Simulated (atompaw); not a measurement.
## Reading a pseudo-wave (P)

Columns: radius, all-electron u(r) and pseudo u(r) of the 3p shell (level -9.63 eV) of phosphorus in the configuration [Ne] 3s2 3p2.5; PBEsol, scalar-relativistic, PAW (atompaw) scheme, atompaw 4.2.0.5.

| r (bohr) | all-electron | pseudo |
| --- | --- | --- |
| 0.079 | -0.1001 | 0.0049 |
| 0.158 | -0.2305 | 0.0195 |
| 0.237 | -0.3020 | 0.0431 |
| 0.315 | -0.3100 | 0.0747 |
| 0.394 | -0.2696 | 0.1140 |
| 0.473 | -0.1976 | 0.1593 |
| 0.552 | -0.1080 | 0.2091 |
| 0.631 | -0.0107 | 0.2621 |
| 0.710 | 0.0874 | 0.3165 |
| 0.788 | 0.1806 | 0.3702 |
| 0.867 | 0.2686 | 0.4233 |
| 0.946 | 0.3485 | 0.4736 |
| 1.025 | 0.4198 | 0.5201 |
| 1.104 | 0.4824 | 0.5621 |
| 1.183 | 0.5363 | 0.5989 |
| 1.262 | 0.5816 | 0.6301 |
| 1.340 | 0.6185 | 0.6554 |
| 1.419 | 0.6482 | 0.6755 |
| 1.498 | 0.6709 | 0.6904 |
| 1.577 | 0.6873 | 0.7005 |
| 1.656 | 0.6980 | 0.7063 |
| 1.735 | 0.7036 | 0.7082 |
| 1.813 | 0.7048 | 0.7070 |
| 1.892 | 0.7021 | 0.7028 |
| 1.971 | 0.6960 | 0.6961 |
| 2.050 | 0.6871 | 0.6871 |

Question: How many radial nodes do the two functions have?

Answer: The all-electron 3p function has n − l − 1 = 1; the pseudo-wave has 0, since the states of the same l below it are removed with the core.

Question: Is the pseudo-wave norm-conserving?

Answer: No, it belongs to a PAW set: the norm inside the radius is not constrained, and the difference is carried by the augmentation charge.
